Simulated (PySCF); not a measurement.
SMILES C[Si](C)(C)C[SiH2][Si](F)(F)F at its GFN2-xTB optimised geometry (Å):

```
23

C      1.9360     1.2085    -1.2733
Si     1.2667    -0.0381     0.0000
C      1.8615    -1.7979    -0.4387
C      1.8615     0.4377     1.7479
C     -0.6580    -0.0381     0.0000
Si    -1.5146     1.6523     0.0000
Si    -1.3409     2.6226    -2.0529
F     -0.2965     3.8169    -2.2153
F     -2.6727     3.2987    -2.6127
F     -0.9375     1.6888    -3.2835
H      1.7018     2.2316    -0.9946
H      3.0160     1.1367    -1.3601
H      1.5212     1.0343    -2.2611
H      1.5640    -2.0742    -1.4459
H      1.4504    -2.5400     0.2393
H      2.9434    -1.8732    -0.3871
H      1.5138    -0.2707     2.4935
H      1.4973     1.4192     2.0349
H      2.9453     0.4621     1.8024
H     -0.9940    -0.5944     0.8744
H     -1.0021    -0.6063    -0.8651
H     -2.9434     1.5032     0.3342
H     -0.9350     2.5400     1.0221
```

Calculation: PBE/def2-SVP (PySCF). Cells within 0.4 Å of a nucleus heavier than hydrogen are left out (blank, or x).

Map of the log10 of the electron density (e/bohr³), floored at −4 on the plane z = 0.0 Å:

```
|0000000000000000000000000|
|0000000000000000000000000|
|0000000112110000000000000|
|0000012233322100000000000|
|0000123344433211111000000|
|0002334556553223332100000|
|0023455667654334443210000|
|0124567798664334543321000|
|01356778xx765445554321000|
|0135677799765556655432000|
|0024566677776666665432100|
|0012445567887779765432000|
|0001234568xx879x965431000|
|000012346788778x865432000|
|0000012457776667776542100|
|0000001345555567877654200|
|0000000233433467887764200|
|0000000012223468887764200|
|0000000000012468876653200|
|0000000000002457765432100|
|0000000000001245543221000|
|0000000000000123322100000|
|0000000000000001110000000|
|0000000000000000000000000|
|0000000000000000000000000|
```
Scale: ten equal steps from -4.00 (start of '0') to -0.054 (end of '9'), in the order '0123456789'; x runs from -5.00 to 5.00, y from -5.00 (bottom) to 5.00 (top).
